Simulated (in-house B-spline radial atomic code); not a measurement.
Whole-atom quantities along the 50-electron series, configuration [Kr] 4d10 4f4. Breit and QED terms are first order and not part of the total energy; the density at the nucleus is averaged over the nuclear charge. Computed with an all-electron radial atomic-structure program (B-spline basis): Dirac-Hartree-Fock, average of the configuration, finite nuclei.

```tsv
ion	Z	E/Z² (Eh)	Σ<r²> (bohr²)	n(0)/Z³ (bohr⁻³)	Lamb diamagnetic shielding (ppm)	repulsion over attraction	Breit energy (eV)	self-energy (eV)	vacuum polarisation (eV)	Dirac less non-relativistic energy (Eh)
Tb15+	65	-2.7555	9.8185	2.3365	7662.29	0.13122	292.7	233.8	-37.076	-485.67
Dy16+	66	-2.7728	9.2365	2.4013	7826.88	0.1296	308.46	247.4	-39.781	-519.79
Ho17+	67	-2.7899	8.7101	2.4924	7992.92	0.12799	324.83	261.62	-42.673	-555.87
Er18+	68	-2.8068	8.2314	2.5785	8160.36	0.12639	341.81	276.49	-45.741	-593.91
Tm19+	69	?	?	?	?	?	?	?	?	?
Yb20+	70	-2.8402	7.393	2.7694	8499.8	0.12324	377.69	308.3	-52.471	-676.28
Lu21+	71	-2.8567	7.0239	2.8669	8671.89	0.1217	396.61	325.28	-56.149	-720.77
Hf22+	72	-2.8731	6.683	2.9838	8845.74	0.12016	416.22	343.04	-60.072	-767.65
Ta23+	73	-2.8894	6.3674	3.1021	9021.33	0.11865	436.52	361.59	-64.235	-816.95
W24+	74	?	?	?	?	?	?	?	?	?
Re25+	75	-2.9216	5.8018	3.3558	9378.05	0.11568	479.29	401.22	-73.352	-923.29
Os26+	76	-2.9375	5.5476	3.485	9559.29	0.11422	501.79	422.36	-78.331	-980.51
Ir27+	77	-2.9534	5.31	3.634	9742.68	0.11278	525.06	444.44	-83.636	-1040.66
Pt28+	78	-2.9693	5.0876	3.7825	9928.15	0.11136	549.11	467.49	-89.26	-1103.76
Au29+	79	-2.985	4.879	3.943	10115.9	0.10996	573.97	491.57	-95.239	-1170
Hg30+	80	-3.0007	4.683	4.1069	10305.9	0.10857	599.67	516.71	-101.58	-1239.45
Tl31+	81	?	?	?	?	?	?	?	?	?
Pb32+	82	-3.032	4.325	4.4685	10693.4	0.10585	653.62	570.37	-115.49	-1388.67
Bi33+	83	-3.0477	4.1611	4.664	10891	0.10451	681.93	598.99	-123.1	-1468.69
```

(1) Fill in the row of Tm19+.

(2) Fill in the row of W24+.

(3) Fill in the row of Tl31+.

(4) With what power of Z does the column «self-energy (eV)» change over this range?

## Answers

(1) E/Z² (Eh): -2.8236; Σ<r²> (bohr²): 7.7941; n(0)/Z³ (bohr⁻³): 2.6802; Lamb diamagnetic shielding (ppm): 8329.34; repulsion over attraction: 0.12481; Breit energy (eV): 359.43; self-energy (eV): 292.04; vacuum polarisation (eV): -49.011; Dirac less non-relativistic energy (Eh): -634.04.

(2) E/Z² (Eh): -2.9055; Σ<r²> (bohr²): 6.0744; n(0)/Z³ (bohr⁻³): 3.2245; Lamb diamagnetic shielding (ppm): 9198.73; repulsion over attraction: 0.11716; Breit energy (eV): 457.54; self-energy (eV): 380.97; vacuum polarisation (eV): -68.654; Dirac less non-relativistic energy (Eh): -868.79.

(3) E/Z² (Eh): -3.0164; Σ<r²> (bohr²): 4.4987; n(0)/Z³ (bohr⁻³): 4.2852; Lamb diamagnetic shielding (ppm): 10498.4; repulsion over attraction: 0.1072; Breit energy (eV): 626.21; self-energy (eV): 542.96; vacuum polarisation (eV): -108.33; Dirac less non-relativistic energy (Eh): -1312.31.

(4) A fit of the logarithm of its size against log Z from Z = 65 to 83 has slope 3.85. One-loop self-energy scales as Z⁴F(Zα), with F falling from low Z to about Z = 90.
